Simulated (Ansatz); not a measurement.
Total energies of Si₄₁H₄₆, a nanocrystal cut from hexagonal silicon from Ansatz at BHLYP-D4/def2-SVP, gas phase (1 Eh = 27.2114 eV = 2625.5 kJ/mol). The reference geometry is relaxed at PBE-D4/def2-SVP.

| state | geometry | energy (Eh) |
| --- | --- | --- |
| charge 0 singlet | reference | -11894.07214 |
| charge 1 doublet | reference | -11893.78330 |
| charge -1 doublet | reference | -11894.09831 |
| free Si atom (triplet) | – | -289.27962 |
| free H atom (doublet) | – | -0.49784 |

Single mean-field runs in def2-SVP are fitted with def2-universal-jkfit.

Task: Work out the vertical ionisation energy to the doublet.

Result: E(charge 1 doublet) − E(charge 0 singlet) = -11893.78330 − (-11894.07214) = 0.28884 Eh = 7.86 eV. For comparison, −ε of the highest occupied level is 7.41 eV at this level, 0.45 eV less.

Task: Work out the vertical electron affinity, to the doublet.

Result: E(charge 0 singlet) − E(charge -1 doublet) = -11894.07214 − (-11894.09831) = 0.02617 Eh = 0.71 eV. The basis lacks diffuse functions, which makes affinities too small.

Task: Give the fundamental gap IE − EA, the Mulliken electronegativity (IE + EA)/2 and the hardness (IE − EA)/2.

Result: From the values in Eh: IE − EA = 0.28884 − 0.02617 = 0.26267 Eh = 7.15 eV; (IE + EA)/2 = 4.29 eV; (IE − EA)/2 = 3.57 eV. The HOMO–LUMO gap of the same run is 6.42 eV, 0.73 eV smaller than the fundamental gap.

Task: What is the binding energy per atom against free atoms?

Result: Atoms: 41 × (-289.27962) + 46 × (-0.49784) = -11883.36506 Eh. Binding: -11883.36506 − (-11894.07214) = 10.70708 Eh = 291.35 eV, or 3.35 eV for each of 87 atoms (no zero-point energy, no counterpoise term).
